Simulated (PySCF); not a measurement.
## Electron correlation in Tc⁺ (technetium, charge +1)

[Kr] 4d5 5s1, high-spin 7S determinant. Calculation: PySCF 2.14, in x2c-TZVPPall with one added diffuse shell each of s, p, d, f type (9s7p7d3f1g, 95 functions); scalar relativity by spin-free X2C-1e. Frozen: [Ar] 3d10; 14 electrons correlated.

| level | correlation energy (mhartree) |
| --- | --- |
| CCSD | -374.60 |
| (T) | -9.43 |
| CCSD(T) | -384.03 |

Diagnostics: T1 = 0.0070, D1 = 0.0325, largest double amplitude 0.022.

**Question.** Is a single reference adequate?

**Answer.** Yes, within this model without spin-orbit coupling: T1 lies below 0.03 and no double amplitude reaches 0.07.

This basis was not built for core-valence correlation, so the inner-shell part is incomplete.
